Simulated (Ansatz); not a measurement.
CsI, charge -1, doublet, at the geometry of the source list (a state made from the parent by changing its charge; the spin is typed, not shown lowest) (core potentials on Cs, I) (a gas-phase anion, which may not be bound at this level); PBE/def2-SVP (Ansatz, a first-principles code).

The Ansatz input:
Ansatz 0.2 input:
```yaml
crystal:
  periodic: [false, false, false]
  atoms:
    - {symbol: Cs, position_ang: [-1.12140000, -0.79660000, -0.95550000]}
    - {symbol: I, position_ang: [1.12140000, 0.79660000, 0.95550000]}
basis:
  gaussian:
    orbitals: def2-SVP
hamiltonian:
  xc: pbe
total_charge: -1
magnetization: {spin_polarized: true, initial_magnetization: 1}
accuracy: high
```

The log (banner, timings and long lists left out):

```
Functional definition: PBE
1015 factors; integrals over basis functions are off by at most 3.1e-9 eV
mean field evaluation 1: about -8644.4572 eV, gradient 2.6e1 eV
mean field evaluation 2: about -8641.6785 eV, gradient 3.4e1 eV
mean field evaluation 4: about -8651.9068 eV, gradient 1.1e0 eV
mean field evaluation 8: about -8651.9076 eV, gradient 5.8e-2 eV
mean field evaluation 16: about -8651.9074 eV, gradient 2.2e-4 eV
mean field evaluation 32: about -8651.1527 eV, gradient 1.4e-1 eV
mean field -8651.90743294 eV, -317.9517336869 hartree, gradient 9.7e-8 eV, S^2 0.750051; 4 other end points of the search recorded, 0 dependent functions left out
reference -8651.90743646 eV, -317.9517338164 hartree; 18, 17 occupied and 32, 33 virtual orbitals, 1015 factors
Total energy: -8651.90743646 eV, -317.9517338164 hartree
```
